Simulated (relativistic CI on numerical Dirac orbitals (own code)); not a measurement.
# What each ingredient does to the levels of Kr12+

Base calculation: Dirac-Coulomb-Breit CI, separate exchange-only KLI orbitals for each configuration, model QED (radiative potential, 1s self-energy scaled to tabulated hydrogen-like ionisation energies), unscaled Slater integrals.

CI space (outside the closed core [Ne]): 3s2.3p6.3d6, 3s2.3p5.3d7, 3s2.3p4.3d8, 3s.3p6.3d7, 3s2.3p6.3d5.4s, 3p6.3d8, 3s2.3p6.3d5.4p, 3s2.3p6.3d5.4d, 3s.3p5.3d8, 3s2.3p6.3d4.4s2, 3s2.3p6.3d4.4s.4p, 3s2.3p6.3d5.4f, 3s2.3p6.3d5.5s, 3s2.3p6.3d4.4p2, 3s2.3p6.3d5.5p, 3s2.3p6.3d5.5d. Levels of other configurations are missing.

Variants: (1) valence Slater integrals scaled by 0.9; (2) configuration mixing switched off; (3) Breit term removed. Shifts of the energy above 3s2.3p6.3d6 5D_4, in cm⁻¹, for the lowest level and the first level of each name with at least 55 % of one term (blank where a level changes its place among those of its configuration and J or its character, or is not in the variant):

```tsv
Level	Base	Δ(1)	Δ(2)	Δ(3)
3s2.3p6.3d6 5D_4	0.0	0.0	0.0	0.0
3s2.3p6.3d6 5D_3	5755.7	+66.2	-64.3	+80.3
3s2.3p6.3d6 5D_2	8632.8	-57.6	+153.7	+18.7
3s2.3p6.3d6 5D_1	10727.0	-37.6	+182.0	+18.0
3s2.3p6.3d6 5D_0	11671.5	-54.2	+227.0	+10.1
3s2.3p6.3d6 3P_2	49087.7	-4012.3	+8476.4	-337.4
3s2.3p6.3d6 3H_6	56830.7	-5601.8	-2621.0	+835.7
3s2.3p6.3d6 3H_5	58064.5	-5699.1	-2031.6	+380.3
3s2.3p6.3d6 3F_3	60967.9	-5218.5	+3517.2	+54.6
3s2.3p6.3d6 3F_2	62768.6	-5235.0	+4194.2	+51.8
3s2.3p6.3d6 3H_4	63145.4	-5283.8		+405.0
3s2.3p6.3d6 3P_1	64861.3	-4022.7	+8253.5	+336.1
3s2.3p6.3d6 3P_0	66172.9	-4660.7	+8675.1	+181.5
3s2.3p6.3d6 3G_5	71746.5	-6141.3	-376.7	+877.5
3s2.3p6.3d6 3G_4	75419.1	-6331.7	+658.7	+710.5
3s2.3p6.3d6 3G_3	77060.8	-6224.6	+832.9	+528.8
3s2.3p6.3d6 3D_2	84439.6	-7530.8	+4953.5	-14.9
3s2.3p6.3d6 3D_1	86440.7	-7423.3	+4386.4	-45.2
3s2.3p6.3d6 3D_3	87056.3	-7567.2	+4162.5	+211.5
3s2.3p6.3d6 1I_6	89092.8	-8261.2	-4012.0	+1145.4
3s2.3p6.3d6 1G_4	90808.2	-7106.9	+2723.5	+953.1
3s2.3p6.3d6 1S_0	99309.3	-7206.2	+9033.0	+344.2
```

At this charge energies of transitions that change n are usually good to better than 1 %, and those within a shell (Δn = 0) to a few per cent. Terms inside the open d or f shell come out 10 to 20 % too wide with unscaled integrals.

Ionisation energy from the two ground configurations alone: base 389.193 eV; valence Slater integrals scaled by 0.9 389.9 eV. The NIST ASD value (theoretical) is 391 eV.

LS names give the leading component of a level, which can be under half, so a name can repeat, a term be missing and a line seem to break the LS rules.
